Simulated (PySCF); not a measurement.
**Correlation energy of C (carbon, neutral)**

[He] 2s1 2p3, high-spin 5S determinant (an excited configuration). Computed with PySCF 2.14 in def2-TZVPPD (6s3p3d1f, 37 functions), with no relativity, point nucleus. Frozen: 1s2; 4 electrons correlated.

```
  level  correlation energy (mhartree)
   CCSD                         -33.40
    (T)                          -0.31
CCSD(T)                         -33.71
  CCSDT                         -33.79
```

Diagnostics: T1 = 0.0041, D1 = 0.0066, largest double amplitude 0.030.

Cost of the coupled-cluster step: roughly 0.3 core-seconds, for 4 correlated electrons.
